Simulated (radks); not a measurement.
Task: The mean radii <r> (bohr) of the occupied orbitals of an atom or ion are listed with their occupations. Method: scalar-relativistic Kohn-Sham, r2SCAN, spin-polarised, spherical densities, finite nucleus; meta-GGA in the generalised Kohn-Sham scheme; Fermi nuclear charge, rms radius of each element as measured or else 0.836 A^(1/3) + 0.57 fm; computed with a radial shooting solver on a logarithmic mesh with Libxc functionals.

| orbital | occ. | <r> |
|---|---|---|
| 1s down | 1 | 0.06091 |
| 1s up | 1 | 0.06091 |
| 2s up | 1 | 0.2791 |
| 2s down | 1 | 0.2784 |
| 2p up | 3 | 0.2473 |
| 2p down | 3 | 0.2465 |
| 3s up | 1 | 0.8509 |
| 3s down | 1 | 0.8559 |
| 3p up | 3 | 0.9030 |
| 3p down | 3 | 0.9096 |
| 3d up | 5 | 1.148 |
| 4p up | 1 | 3.417 |

Name the element and its charge. Open shells, if any, are filled with parallel spins first.

Result: Z = 25, manganese, charge +1: Mn+ in [Ar] 3d5 4p1. The 1s radius gives Z: for a bare nucleus <r> = (2 gamma + 1)/(2Z) with gamma = sqrt(1 - (Z/c)^2), 0.05933 bohr for Z = 25, and screening makes it slightly larger (0.06091 here). The occupations add up to 24, and the charge is Z minus that.
